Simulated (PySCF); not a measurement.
Molecule: sum formula Si2N2H7 (charge -1, singlet). It need not be the lowest isomer of its formula. Whether it binds its extra electron was not tested at this geometry. 
Coordinates optimised at B3LYP-D3(BJ)/def2-TZVP (Ansatz):
```xyz
11

N     -1.7743     1.1925    -0.0357
Si    -1.2724    -0.5389     0.2147
N      0.4886    -0.3287     0.7181
Si     1.7497    -0.0458    -0.3726
H     -2.7726     1.3378     0.0307
H     -1.4214     1.6972    -0.8420
H     -0.8192    -0.8972    -1.2348
H      0.6596    -0.1627     1.6972
H      3.0192     0.3259     0.3513
H      1.5234     1.0603    -1.3550
H      2.1293    -1.2215    -1.2143
```
Charge -1, spin multiplicity 1.

Dispersion corrections to the total energy (kcal/mol) from the dftd3 and dftd4 libraries through PySCF: D3(BJ) without and D4 with the three-body term, each with the damping fitted for the functional named.

```tsv
functional	D3(BJ)	D4
revPBE	-14.50	-20.73
r2SCAN	-1.68	[?]
HSE06	-4.24	-5.52
B2PLYP	-5.23	-4.87
TPSSh	[?]	-8.53
B3LYP	-10.74	-11.25
BLYP	-13.02	[?]
```

Complete the blanks.


- r2SCAN, D4: -1.72
- TPSSh, D3(BJ): -7.08
- BLYP, D4: -15.26
